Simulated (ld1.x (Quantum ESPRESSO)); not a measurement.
## Varying the TM semilocal potential for Co

Base potential:

cobalt, norm-conserving Troullier–Martins (semilocal form), made with ld1.x (Quantum ESPRESSO) 7.5 (PBE, scalar-relativistic). Core [Ar], reference 3d7 4s0 4p0 (charge +2). Waves: 4p (bound, empty): rc 2.15 bohr; 3d (bound): rc 1.60 bohr; 4s (bound, empty): rc 1.55 bohr. Local part: the s channel. Core correction: none.

Cutoffs, loose and tight: the cutoffs (Ry, on a coarse ladder) from which the occupation-weighted sum of valence levels, in a spherical-Bessel basis at the reference potential, stays within 10 and 1 mRy of its value at 400 Ry. They do not see the model core or the augmentation charge, which bear on the density cutoff. Test errors are all-electron minus pseudo excitation energies from the reference, over the configurations 3d7 4s2 4p0; 3d7 4s1 4p0; 3d6 4s0 4p0; 3d7 4s0 4p1; 3d7.5 4s1.5 4p0; 3d7 4s0 4p2; 3d6 4s2 4p1. A dash means not determined; rows that change the core or the reference have their own tests. The largest error is taken over the tests solved by every variant that gives reliable tests at all: 3d6 4s0 4p0; 3d7 4s0 4p1; 3d7 4s0 4p2.

Cutoffs are not given where the Bessel-basis levels miss the radial ones by over 6 mRy, ghosts where they miss by over 20 mRy; a channel whose overlap is not positive is not tested.

In the semilocal form every listed channel keeps its own potential, so the choice of the local channel does not act on these tests. It acts once the file is put into the separable form.

A semilocal file is local in each channel, so a ghost entry of none says nothing of the separable form that plane-wave codes build from it.

A file whose overlap is not positive is unfit for use, and its test errors describe a broken file.

```csv
change,outcome,"cutoff, loose","cutoff, tight",bound ghosts,largest test error (meV)
base,generated,100 Ry,180 Ry,none,-172
"type PAW, which also changes the form from semilocal to separable; waves now 4s (bound): rcut 1.35, rcutus 1.55 bohr; 4s channel at -1.2 Ry: rcut 1.35, rcutus 1.55 bohr; 4p (bound): rcut 1.85, rcutus 2.15 bohr; 4p channel at 0.1 Ry: rcut 1.85, rcutus 2.15 bohr; 3d (bound): rcut 1.40, rcutus 1.60 bohr; 3d channel at -1.6 Ry: rcut 1.40, rcutus 1.60 bohr; local potential all-electron potential smoothed inside 1.20 bohr (lloc = -1); core correction a·sin(br)/r model core, default radius (ld1.x builds one for every PAW set, though the input has nlcc=.false.); augmentation PSQ, radius 1.45 bohr","generated, overlap not positive",–,–,not determined (overlap not positive),-340
reference 3d7 4s2 4p0,generated,100 Ry,180 Ry,none,+100
local potential the p channel,generated,100 Ry,180 Ry,none,-172
wave 4s (bound): rc 1.55 bohr becomes 4s (bound): rc 1.98 bohr,generated,100 Ry,180 Ry,none,-172
wave 4p (bound): rc 2.15 bohr becomes 4p (bound): rc 2.30 bohr,generated,100 Ry,180 Ry,none,-172
```

Task: What comes out with this change to the base: core correction a·sin(br)/r model core inside 1.70 bohr?

Result: outcome: generated; cutoff, loose: 100 Ry; cutoff, tight: 180 Ry; bound ghosts: none; largest test error (meV): -225.
